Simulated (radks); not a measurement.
The numbers below are computed, except where a source is named.
Isoelectronic series with 7 electrons, all held in the configuration [He] 2s2 2p3, which need not be the ground one along the series. Level of theory: scalar-relativistic Kohn-Sham, PBE, spin-polarised, spherical densities, point nucleus; open shells are filled with parallel spins first (spin-orbit coupling, left out, can overturn this in heavy ions) (a radial shooting solver on a logarithmic mesh with Libxc functionals). Total energies (hartree) and orbital eigenvalues (eV) (* marks an orbital that is empty in some or all of the ions):

ion    E (hartree)     3s up*   2p down*      2p up    2s down
Br28+  -1871.57614  -1357.649  -3083.751  -3130.401  -3245.997
Kr29+  -1986.12905  -1452.139  -3294.872  -3343.051  -3466.370
Rb30+  -2104.25851  -1549.933  -3513.116  -3562.827  -3694.378
Sr31+  -2225.98497  -1651.050  -3738.504  -3789.748  -3930.078
Zr33+  -2480.31470  -1863.332  -4210.794  -4265.112  -4424.783
Nb34+  -2612.96287  -1974.538  -4457.741  -4513.599  -4683.911
Mo35+  -2749.29790  -2089.150  -4711.920  -4769.321  -4950.973
Tc36+  -2889.34436  -2207.191  -4973.356  -5032.302  -5226.038
Ru37+  -3033.12769  -2328.684  -5242.071  -5302.565  -5509.174
Rh38+  -3180.67427  -2453.653  -5518.093  -5580.137  -5800.455
Pd39+  -3332.01141  -2582.126  -5801.447  -5865.043  -6099.956
